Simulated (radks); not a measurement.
Values are calculated unless marked as measured or tabulated.
Initial-state core-level shifts of the gadolinium ion Gd+ when its valence configuration changes from [Xe] 4f7 5d1 6s1. Code: a radial shooting solver on a logarithmic mesh with Libxc functionals. Model: scalar-relativistic Kohn-Sham, SCAN, spin-polarised, spherical densities, finite nucleus; open shells are filled with parallel spins first (spin-orbit coupling, left out, can overturn this in heavy ions); meta-GGA in the generalised Kohn-Sham scheme; Fermi nuclear charge, rms radius 5.1569 fm. Shifts are changes of the shell-averaged eigenvalues in eV (positive: less bound); the change of the density at the nucleus, which sets a Mossbauer isomer shift, is in e/bohr^3, on a base of 6.58e+05.

valence                   1s       3s       3d       4p  density at nucleus
4f6.5 5d1 6s1.5       -5.208   -6.090   -6.041   -5.647              +38.77
4f7 5d1 6s0.5 6p0.5   -0.690   -0.690   -0.689   -0.693              -20.95
4f5 5d3 6s1          -16.256  -20.222  -19.964  -17.856              +84.31
4f7 5d2               +2.038   +2.055   +2.068   +2.081              -41.44
4f8 5d1               +7.733   +9.024   +8.954   +8.535              -65.58
4f7.5 5d1 6s0.5       +4.144   +4.848   +4.810   +4.555              -36.22
4f6 5d2 6s1           -7.780   -9.610   -9.492   -8.606              +43.37
4f7.5 5d0.5 6s1       +3.192   +3.896   +3.850   +3.582              -17.70
